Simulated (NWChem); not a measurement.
Molecule: SeICl; SMILES Cl[Se]I

All runs: NWChem. Structure relaxed at the PBE0/def2-SVP level. def2 effective core potentials on I; no spin-orbit coupling. Hybrids' shares of exact exchange are those that their runs print; pure functionals count as 0. The functionals differ in more than this share.

| row | share of exact exchange | highest occupied level (eV) |
|---|---|---|
| PBE/def2-SVP | 0.00 | -5.50 |
| PW91/def2-SVP | 0.00 | -5.54 |
| TPSSh/def2-SVP | 0.10 | -6.16 |
| B3LYP/def2-SVP | 0.20 | -6.44 |
| PBE0/def2-SVP | 0.25 | withheld |
| BHandHLYP/def2-SVP | 0.50 | -7.76 |

Fit a straight line of the last column on the one before it, predict the withheld value, and compare with the run.


1. Means of the 5 shown rows: x = 0.160, y = -6.280. Slope Σ(x − x̄)(y − ȳ)/Σ(x − x̄)² = -0.7600/0.1720 = -4.419; intercept -5.573.
2. The shown rows scatter about the line by 0.075 (root mean square); the largest residual is -0.15, at TPSSh/def2-SVP.
3. At x = 0.25 (PBE0/def2-SVP; inside the shown range) the line gives -6.68.
4. The run gives -6.76, -0.08 from the line, 1.1 times the scatter.
